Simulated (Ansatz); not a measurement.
System: C3H2 (charge 0, singlet). SMILES: [C][C][CH2]
Structure (B3LYP-D3(BJ)/def2-TZVP (Ansatz, a program for electronic structure) minimum search):
```xyz
5

C     -0.0184    -0.0120    -1.1190
C      0.0033     0.0022     0.2011
H      0.8505     0.2726    -1.7068
H     -0.9061    -0.3089    -1.6717
C      0.0244     0.0159     1.4810
```
Charge 0, spin multiplicity 1.

Question: Give the harmonic wavenumbers at B3LYP-D3(BJ)/def2-TZVP (Ansatz, finite differences of forces, unscaled).

Answer: 241, 296, 1049, 1056, 1152, 1492, 2044, 3100, 3176 cm⁻¹. Zero-point energy 19.4 kcal/mol.

Question: From these and the geometry, give the ideal-gas thermochemistry at 298.15 K and 1 atm (rigid rotor, harmonic oscillator).

Answer: Point group C2v, rotational symmetry number 2. Rotational constants 292.8, 10.67, 10.3 GHz. S(trans) 36.84, S(rot) 18.46, S(vib) 3.46, S(elec, spin only) 0.00, S 58.8 cal/(mol K). H(298) - H(0) 3.00 kcal/mol; G - E(el) 4.9 kcal/mol.
